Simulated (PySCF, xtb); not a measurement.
Si(Cl)(I)2(OH) (ClHI2OSi), SMILES I[Si](Cl)(I)O.

GFN2-xTB (xtb 6.7.1) at its own geometry gives an orbital gap of 5.35 eV and a dipole moment of 6.08 D.

Coordinates come from a B3LYP-D3(BJ)/def2-SVP optimisation. This is a generated structure with no PubChem entry under its InChIKey; it may be hypothetical. The def2 effective core potentials stand for the cores of I; spin–orbit coupling is left out. The values are those of a single conformer.

Task: What does PySCF with PBE/def2-TZVP give? (The exact figures need the calculation; the answer reports its results.)

Result: gap 4.05 eV (levels -6.66 and -2.60 eV), dipole 1.21 D.
